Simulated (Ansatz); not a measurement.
All values below come from frozen-core CCSD(T)/def2-TZVPP // PBE0-D3(BJ)/def2-TZVP (Ansatz, a quantum-chemistry and plane-wave program).

Ansatz 0.2 input:
```yaml
crystal:
  periodic: [false, false, false]
  atoms:
    - { symbol: C, position_ang: [1.165172, -0.1658, 0.120668] }
    - { symbol: N, position_ang: [-0.012787, -0.749267, -0.434944] }
    - { symbol: C, position_ang: [-1.166988, 0.05274, -0.187087] }
    - { symbol: H, position_ang: [1.344329, 0.840456, -0.290222] }
    - { symbol: H, position_ang: [2.037879, -0.787771, -0.08281] }
    - { symbol: H, position_ang: [1.069262, -0.038262, 1.210697] }
    - { symbol: H, position_ang: [-2.057039, -0.406067, -0.619764] }
    - { symbol: H, position_ang: [-1.330896, 0.190949, 0.893487] }
    - { symbol: H, position_ang: [-1.048933, 1.063021, -0.610025] }
basis:
  gaussian: { orbitals: def2-TZVPP }
correlation:
  method: ccsd_t
magnetization:
  spin_polarized: true
  initial_magnetization: 1
```

Output:

```
Functional definition: HF
1033 factors; integrals over basis functions are off by at most 1.1e-3 eV
mean field evaluation 1: about -3634.7504 eV, gradient 2.0e1 eV
mean field evaluation 2: about -3634.7541 eV, gradient 2.0e1 eV
mean field evaluation 4: about -3637.5566 eV, gradient 3.1e0 eV
mean field evaluation 8: about -3637.6635 eV, gradient 1.4e-1 eV
mean field evaluation 16: about -3637.6498 eV, gradient 8.7e-1 eV
mean field evaluation 32: about -3635.6343 eV, gradient 4.7e-3 eV
mean field -3637.66383608 eV, -133.6816802788 hartree, gradient 3.1e-6 eV, S^2 0.763355; 1 other end points of the search recorded, 0 dependent functions left out
determinant -3637.66383608 eV, -133.6816802788 hartree, with singles and doubles -3653.30780933 eV, -134.2565856919 hartree
determinant -3635.63426538 eV, -133.6070949313 hartree, with singles and doubles -3651.31577606 eV, -134.1833798195 hartree
3 core orbitals not correlated
reference -3637.66383608 eV, -133.6816802788 hartree; 10, 9 occupied and 164, 165 virtual orbitals, 1033 factors
second order -14.33229267 eV of doubles, -0.00000000 eV of singles
cycle   1  -15.41544230 eV  change    -1.2e0 eV  update   2.2e-2
cycle   2  -15.44328771 eV  change   -2.8e-2 eV  update   5.0e-3
cycle   3  -15.44381559 eV  change   -5.3e-4 eV  update   2.3e-3
cycle   4  -15.44430627 eV  change   -4.9e-4 eV  update   8.2e-4
cycle   5  -15.44472582 eV  change   -4.2e-4 eV  update   3.9e-4
cycle   6  -15.44489823 eV  change   -1.7e-4 eV  update   1.4e-4
cycle   7  -15.44498872 eV  change   -9.0e-5 eV  update   4.8e-5
cycle   8  -15.44501340 eV  change   -2.5e-5 eV  update   1.6e-5
cycle   9  -15.44500888 eV  change    4.5e-6 eV  update   5.6e-6
perturbative correction -0.56280995 eV, -0.0206828843 hartree
Total energy: -3653.67165491 eV, -134.2699567704 hartree
```

Cost: about 3 core-minutes (a rough figure).
